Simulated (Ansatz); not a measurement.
`C[O][Ga]([OH])[O]C` + `F[SiH](F)F` → `C[O][GaH][O]C` + `O[Si](F)(F)F`  (redistribution)

Gas-phase electronic energies from Ansatz, PBE0-D4/def2-TZVP geometries. CBS: MP2 limit from def2 TZ/QZ plus the TZ coupled-cluster correction, frozen cores. DFT in def2-TZVPP. B3LYP here is the variant with VWN-RPA as its local correlation; programs differ in this. For Ga outer-core shells are correlated without core-valence functions, which leaves a few kJ/mol of doubt a bond. Scalar relativity is left out up to krypton. One conformer a species, not always the lowest.

| level | ΔE (kJ/mol) | difference from CCSD(T)/CBS |
| --- | --- | --- |
| PBE-D4 | -61.8 | 0.8 |
| r2SCAN-D4 | -69.5 | -6.9 |
| B3LYP-D4 | -65.4 | -2.8 |
| ωB97X-V | -63.2 | -0.6 |
| ωB97M-V | -69.1 | -6.5 |
| PBE | -61.5 | 1.1 |
| B3LYP | -64.8 | -2.2 |
| HF/def2-TZVPP | -69.5 | -6.9 |
| MP2/def2-TZVPP | -56.9 | 5.7 |
| SCS-MP2/def2-TZVPP | -55.5 | 7.1 |
| CCSD/def2-TZVPP | -61.7 | 0.9 |
| CCSD(T)/def2-TZVPP | -59.9 | 2.7 |
| MP2/def2-QZVPP | -58.6 | 4.0 |
| HF/CBS(def2) | -70.2 | -7.6 |
| MP2/CBS(def2) | -59.6 | 3.0 |
| CCSD/CBS(def2) | -64.4 | -1.8 |
| CCSD(T)/CBS | -62.6 | 0 |

Largest T1 diagnostic among the species: 0.014.

In def2-TZVPP, CCSD(T) changes the Hartree–Fock value by +9.6 kJ/mol (the triples alone add +1.8 kJ/mol) and MP2 by +12.6 kJ/mol. From PBE to PBE0 (25 % exact exchange), in def2-TZVPP and without D4, ΔE moves by −5.1 kJ/mol.

CCSD(T)/CBS has its own doubt, a few kJ/mol and more with outer-core shells, so smaller differences from it don't rank the levels.
